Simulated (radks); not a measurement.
Values are calculated unless marked as measured or tabulated.
Mean orbital radii <r> (bohr) of the rhodium ion Rh+, [Kr] 4d8, at several levels of relativity; Dirac values are averaged over j with weights 2j + 1. Spin-unpolarised spherical Kohn-Sham, LDA (Slater exchange, Perdew-Wang correlation), point nucleus unless stated (finite: rms radius 4.4945 fm), a radial shooting solver on a logarithmic mesh with Libxc functionals. A level marked "c x" has the speed of light scaled by that factor and shares open shells by 2j + 1; other Dirac levels either fill j = l - 1/2 first or share by 2j + 1.

shell  non-rel.  scalar-rel.  scalar-rel., finite nucleus  Dirac, 2j+1 shares, finite nucleus  change of magnitude, last against first (%)
1s      0.03388      0.03266                      0.03266                             0.03266                                        -3.61
2s       0.1474       0.1421                       0.1421                              0.1417                                        -3.86
2p       0.1260       0.1238                       0.1238                              0.1236                                        -1.91
3s       0.4038       0.3914                       0.3914                              0.3912                                        -3.13
3p       0.3964       0.3910                       0.3910                              0.3908                                        -1.43
3d       0.3703       0.3707                       0.3707                              0.3707                                        +0.13
4s        1.010       0.9798                       0.9798                              0.9799                                        -2.97
4p        1.095        1.082                        1.082                               1.082                                        -1.19
4d        1.532        1.548                        1.548                               1.548                                        +1.07
